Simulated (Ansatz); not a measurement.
Reaction (ligand exchange at a Mg–C bond): `[CH3][Mg][O][SiH3]` + H₂S → `[SiH3][O][Mg][SH]` + CH₄

Computed with Ansatz on PBE0-D4/def2-TZVP structures; ΔE is electronic, products minus reactants. CCSD(T)/CBS is the MP2 limit (def2-TZVPP, def2-QZVPP) plus CCSD(T) − MP2 in def2-TZVPP, frozen cores. This one scheme is used for every species. Functionals use def2-TZVPP. For Mg outer-core shells are correlated without core-valence functions, which leaves a few kJ/mol of doubt a bond. One conformer a species, not always the lowest.

`[CH3][Mg][O][SiH3]`:

```xyz
10

C    -0.445   -1.952   -1.999
Mg   -0.120   -0.524   -0.538
O     0.162    0.717    0.734
Si    0.417    1.827    1.872
H    -1.423   -1.826   -2.472
H    -0.410   -2.964   -1.586
H     0.309   -1.896   -2.790
H    -0.680    1.836    2.885
H     1.696    1.581    2.603
H     0.495    3.201    1.290
```

H₂S:

Cartesian coordinates in Å:
```
S 0.368 -0.238 0.438
H -0.697 -0.701 -0.233
H 0.328 0.939 -0.205
```

`[SiH3][O][Mg][SH]`:

Cartesian coordinates in Å:
```
Si 1.853 -0.001 0.152
O 0.259 0.116 -0.060
Mg -1.508 0.242 -0.291
S -3.757 0.429 -0.605
H 2.216 0.089 1.597
H 2.374 -1.301 -0.363
H 2.577 1.091 -0.564
H -4.014 -0.665 0.135
```

CH₄:

```xyz
5

C     0.000    0.000    0.000
H     0.953    0.141    0.509
H    -0.048   -1.009   -0.408
H    -0.090    0.723   -0.810
H    -0.815    0.145    0.708
```

| level | ΔE (kJ/mol) |
| --- | --- |
| revPBE-D4 | -141.4 |
| BLYP | -140.8 |
| MP2/def2-SVP | -158.1 |
| MP2/def2-QZVPP | -148.0 |

(1) What does CCSD(T)/CBS give? (Estimate.)

Largest T1 diagnostic among the species: 0.010.

Answers

(1) The calculation gave: -144.2 kJ/mol. The listed levels differ from it by 2.8, 3.4, -13.9, -3.8 kJ/mol.

At CCSD(T), def2-SVP lies −10.7 kJ/mol from the extrapolated value and def2-TZVPP +0.5 kJ/mol. From PBE to PBE0 (25 % exact exchange), in def2-TZVPP and without D4, ΔE moves by −6.0 kJ/mol. In def2-TZVPP, CCSD(T) changes the Hartree–Fock value by +18.6 kJ/mol (the triples alone add +1.4 kJ/mol) and MP2 by +14.8 kJ/mol.
